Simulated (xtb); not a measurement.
(3R)-1-fluoro-3-methylcyclobutene (C5H7F), SMILES C[C@H]1C=C(F)C1. All values are semi-empirical tight-binding results from xtb (GFN2-xTB unless named), good for trends rather than for accurate numbers. Coordinates come from a GFN2-xTB optimisation.

Optimised geometry:

```xyz
13

C     -2.2146     0.1275     0.1932
C     -0.8231    -0.1374     0.7406
C      0.0535    -1.0510    -0.0936
C      0.9362    -0.0880    -0.3113
F      2.0945    -0.0212    -0.9788
C      0.2345     0.9757     0.4701
H     -2.6938     0.9311     0.7479
H     -2.8285    -0.7662     0.2793
H     -2.1615     0.4090    -0.8558
H     -0.8781    -0.4267     1.7920
H     -0.0425    -2.0787    -0.3831
H      0.7658     1.3421     1.3466
H     -0.1310     1.8190    -0.1124
```
Charge 0, spin multiplicity 1.

The orbital gap is 5.12 eV, the dipole moment is 2.39 D and the zero-point energy is 66.2 kcal/mol. The G − E(el) at 298.15 K (modified RRHO) is 47.8 kcal/mol and the static polarisability (D4 model) comes out as 57.6 bohr³. The solvation energy, GFN2-xTB/ALPB(water) is -1.7 kcal/mol and the solvation energy, GFN2-xTB/ALPB(hexane) comes out as -3.8 kcal/mol.

Computed IR lines (harmonic; lines under 4 % of the strongest left out, lines within 3 cm⁻¹ merged):
ν (cm⁻¹): 417 (w), 641 (w), 778 (m), 849 (w), 993 (m), 1048 (w), 1082 (w), 1167 (w), 1209 (w), 1284 (vs), 1449 (w), 1730 (vs), 2954 (m), 3001 (m), 3012 (m), 3033 (m), 3037 (m), 3042 (m), 3156 (m) (against the strongest line: vs over 80 %, s over 45 %, m over 15 %, w over 4 %, vw less)

**Question.** Give the atomic charges and the Wiberg bond orders between heavy atoms. (An estimate is asked for; the answer gives what the named calculation found.)

**Answer.** charges (e) C1 -0.11, C2 -0.01, C3 -0.08, C4 0.16, F5 -0.22, C6 -0.08, H7 0.04, H8 0.05, H9 0.04, H10 0.04, H11 0.05, H12 0.05, H13 0.06. Bond orders C1–C2 1.01, C2–C3 1.00, C3–C4 1.83, C4–F5 0.96, C2–C6 0.97, C4–C6 1.01.
